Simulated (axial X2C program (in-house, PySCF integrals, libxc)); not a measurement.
# Potential curves of NiB⁺, two-component

Calculated with an in-house all-electron X2C program for linear molecules (integrals from PySCF). Two-component (2c) means X2C with spin–orbit coupling and atomic mean-field two-electron Coulomb and Gaunt terms. Basis: Ni dyall-cv3z [9s9p6d3f2g], B dyall-v3z [7s6p2d1f] (cores contracted in-house); Gaussian nuclei, density fitting, unrestricted open shells. Masses: Ni 57.935 u, B 11.009 u.

State: Ω = 3 (⟨Sz⟩ = 1.00, ⟨Lz⟩ = 2.00 at HF). Energies in eV from the lowest point of each curve. Fits are polynomials in 1 − R0/R over 0.85 to 1.23 times the lowest point R0.

```tsv
R (Å)	HF
1.6269	1.2635
1.7017	0.8057
1.7578	0.5557
1.8139	0.3685
1.8700	0.2315
1.9354	0.1213
2.0009	0.0521
2.0851	0.0075
2.1879	0.0000
2.3375	0.0449
```

The state is one determinant whose occupation by symmetry is held fixed; it was picked as the lowest of a PBE0 search that is not exhaustive. Other states lie close and PBE0, whose exact exchange favours high spin, may order them wrongly; the determinant shown need not be the ground state. The nearest other spin-free determinant of the search, M_S = 0, Λ = 2, lies 0.06 eV up at the distance of the search. With several unpaired electrons one determinant need not be a pure state. A state of lower Ω lies just above, and one determinant can place such states too high, so the state shown need not be the lowest. The search has Ω = 2 only 0.06 eV up.

(1) Fit the HF curve near its minimum: give the equilibrium distance and the harmonic wavenumber.

## Answers

(1) At HF, 2c: Re = 2.154 Å, ωe ≈ 327 cm⁻¹; Be follows as 0.393 cm⁻¹.
